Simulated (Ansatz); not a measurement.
A search over several starts for the lowest SCF solution of the cluster As₄P at the given spin, in a small basis.

```yaml
crystal:
  periodic: [false, false, false]
  atoms:
    - {symbol: P, position_ang: [0.389257, 0.100655, -1.620913]}
    - {symbol: As, position_ang: [1.567953, 0.730063, 0.327349]}
    - {symbol: As, position_ang: [-2.055555, -0.457559, 1.335304]}
    - {symbol: As, position_ang: [0.990236, -1.599881, -0.134916]}
    - {symbol: As, position_ang: [-0.891892, 1.226722, 0.093187]}
basis:
  gaussian: {orbitals: def2-SVP, initial_orbitals: start.molden}
magnetization: {spin_polarized: true, initial_magnetization: 3}
hamiltonian: {xc: pbe, dispersion: d4}
output: {orbitals: {seedname: orbitals}}
```

The file start.molden holds the orbitals of an earlier run on this structure, at another level or in another basis.

```sh
$ ansatz run in.yaml --threads 4 --pin off --events-out ev --progress --plain --max-ram 8704MiB
```

Shortened log:

```
Functional definition: PBE
1659 factors; their error is unknown
mean field evaluation 1: about -252581.5860 eV, gradient 4.2e0 eV
mean field evaluation 2: about -252581.6526 eV, gradient 8.5e-2 eV
mean field evaluation 4: about -252581.5063 eV, gradient 1.2e-3 eV
mean field evaluation 8: about -252581.0255 eV, gradient 1.5e1 eV
mean field evaluation 16: about -252581.6481 eV, gradient 5.5e-2 eV
mean field evaluation 32: about -252580.6135 eV, gradient 2.3e0 eV
mean field -252581.50627970 eV, -9282.1991498848 hartree, gradient 1.6e-5 eV, S^2 3.758408; 4 other end points of the search recorded, 0 dependent functions left out
reference -252581.50630913 eV, -9282.1991509664 hartree; 75, 72 occupied and 71, 74 virtual orbitals, 1659 factors
Total energy: -252581.90955987 eV, -9282.2139701577 hartree
```

Hardware: 4 threads of Arm Neoverse V2 on a shared host. Wall time 5.5 s.

At PBE0-D4/def2-TZVP a doublet of charge 0 lies 1.50 eV below the quartet, each at its own geometry. The structure comes from a short search, and lower isomers may exist.
